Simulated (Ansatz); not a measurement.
BrH₄InOSSi, SMILES `[SiH3][O][In]([SH])[Br]` at its PBE0-D4/def2-TZVP geometry, where that method's forces vanish. Charge 0, multiplicity 1. In takes the def2 core potential.

```xyz
9

Si   -0.0387   -0.2697    1.6270
O     0.8667   -0.5208    0.2951
In    0.6689   -0.0725   -1.6116
S    -1.2484    1.0892   -2.3381
Br    2.5012   -0.8022   -3.0404
H    -0.4261   -1.5656    2.2449
H     0.7127    0.5406    2.6220
H    -1.2951    0.4706    1.2869
H    -1.7412    1.1304   -1.0857
```

Q: What forces (eV/Å) does ωB97M-V/def2-TZVPP give on these atoms in Ansatz 0.2.0? (An estimate is asked.)

A: Ansatz gave: 
```
Si1 -0.109  0.015  0.246
O2   0.019  0.000 -0.058
In3  0.001  0.014 -0.079
S4   0.022 -0.031  0.109
Br5 -0.052  0.021  0.041
H6   0.045  0.158 -0.072
H7  -0.093 -0.097 -0.118
H8   0.137 -0.079  0.025
H9   0.031  0.000 -0.093
```
